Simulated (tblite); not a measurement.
Compound: C5H9Si (doublet state).
Numbering: `[CH3:1][C:2]#[C:3][Si:4]([CH3:5])[CH3:6]` (hydrogens: H7, H8, H9 on C1; H10, H11, H12 on C5; H13, H14, H15 on C6)

Computed geometry: GFN2-xTB, gas phase. This method treats the open shell by occupation alone, without spin polarisation.

Q: List the bond lengths and angles at this level.

A: 
| bond | length (pm) |
| --- | --- |
| C1–C2 | 144.6 |
| C2≡C3 | 121.0 |
| C3–Si4 | 183.2 |
| Si4–C5, Si4–C6 | 190.2 |
| C1–H7, C1–H8, C1–H9 | 109.1 |
| C5–H10 and 5 like bonds | 108.7 |

Bonds in one row agree within 1 pm and their mean is given. A selection of angles:
| angle | degrees |
| --- | --- |
| C2–C1–H7 | 109.9 |
| C2–C1–H9 | 110.5 |
| H7–C1–H8 | 108.8 |
| C1–C2–C3 | 177.6 |
| C2–C3–Si4 | 171.6 |
| C3–Si4–C5 | 112.3 |
| C5–Si4–C6 | 112.0 |
| Si4–C5–H10 | 111.6 |
| H10–C5–H11 | 107.9 |

The C–Si distances run from 1.832 Å (C3–Si4, drawn single) to 1.902 Å (Si4–C5, drawn single), a spread of 0.070 Å. The 2 C–C bonds span 1.210 Å (C2≡C3, drawn triple) to 1.446 Å (C1–C2, drawn single), a spread of 0.236 Å. Si4 (silicon bonded to 3 C) is pyramidal (angles 112.3°, 112.0° and 111.9°, sum 336.2°, 0.54 Å off the plane of its three neighbours).

Point group: Cs (tolerance 0.08 Å). GFN2-xTB frequencies show an imaginary mode (21i cm⁻¹), so the point is no minimum at that level. 2 starts were optimised and ended at 0.00 and 0.03 kcal/mol (GFN2-xTB); the lowest of these is shown.
